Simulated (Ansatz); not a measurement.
Geometry optimisation, RKS B3LYP-D4/def2-SVP in Ansatz 0.2.0.

Input:

```yaml
crystal:
  periodic: [false, false, false]
  atoms:
    - { symbol: S, position_ang: [-2.2841, 0.6336, -0.5942] }
    - { symbol: Si, position_ang: [-0.2889, 1.1225, -0.1443] }
    - { symbol: Sn, position_ang: [0.8562, -0.9832, 0.5411] }
    - { symbol: H, position_ang: [-1.8835, -0.2315, -1.6057] }
    - { symbol: H, position_ang: [0.3778, 1.6746, -1.351] }
    - { symbol: H, position_ang: [-0.2312, 2.1195, 0.9516] }
    - { symbol: H, position_ang: [0.8338, -2.1469, -0.7459] }
    - { symbol: H, position_ang: [2.6016, -0.61, 0.9146] }
    - { symbol: H, position_ang: [0.1069, -1.6249, 2.0166] }
basis:
  gaussian: { orbitals: def2-SVP }
hamiltonian:
  xc: b3lyp
  dispersion: d4
relax:
  f_tol: 0.02
  max_steps: 50
```

Launched with:

```bash
$ ansatz run input.yaml --threads 2 --pin off --max-ram 3072MiB --backend cpu --events-out ev --progress --plain --runs-dir out
```

Task: Where does it end, and by what steps?

Result: It converged. The force dipped under the threshold on the way, but the program's further checks kept it going. After 8 steps the energy has fallen by 0.224 eV; H5 moved furthest, 0.15 Å.

```tsv
step	energy less start (eV)	largest force component (eV/Å)	accepted
0	0.0000	1.301	yes
1	-0.1075	1.443	yes
2	-0.1192	0.573	yes
3	-0.2109	0.549	yes
4	-0.2229	0.035	yes
5	-0.2230	0.021	yes
6	-0.2233	0.021	yes
7	-0.2235	0.015	yes
8	-0.2236	0.006	yes
```

```xyz
9
Properties=species:S:1:pos:R:3
S -2.327 0.687 -0.684
Si -0.267 1.147 -0.178
Sn 0.957 -1.002 0.584
H -2.018 -0.252 -1.610
H 0.451 1.798 -1.315
H -0.375 2.131 0.936
H 0.820 -2.189 -0.657
H 2.630 -0.741 0.902
H 0.217 -1.626 2.004
```

Time of the run: 20 s on 2 threads of Arm Neoverse V2, on a shared host, peak memory 0.2 GiB.
